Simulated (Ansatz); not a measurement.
Basis-set extrapolation for C$_{4}$H$_{7}$Al, SMILES `CC1=[CH][AlH][CH2]1` (PBE0-D4/def2-TZVP geometry, frozen core, Ansatz 0.2.0). Multiplicity 1, RHF reference.

```
                      def2-TZVPP   def2-QZVPP
                 HF  -397.483990  -397.497894
    MP2 correlation    -0.737164    -0.784018
CCSD(T) correlation    -0.814490      not run
```

Energies in hartree. Use E(X) = E(∞) + A·exp(−7.88·√X) for Hartree–Fock and E(X) = E(∞) + B·X^(−2.97) for correlation, with X = 3 and 4, and add CCSD(T) minus MP2 of the smaller set to the MP2 limit.

Question: What is the CCSD(T) energy at the basis-set limit?

Answer: HF limit: -397.497894 + (-0.013904) × 0.13774 = -397.49981. MP2 limit: -0.784018 + (-0.046854) × 0.74074 = -0.81872. Higher-order term: -0.814490 − (-0.737164) = -0.07733. Total: -398.39586 hartree, 2.65 eV below CCSD(T)/def2-TZVPP.
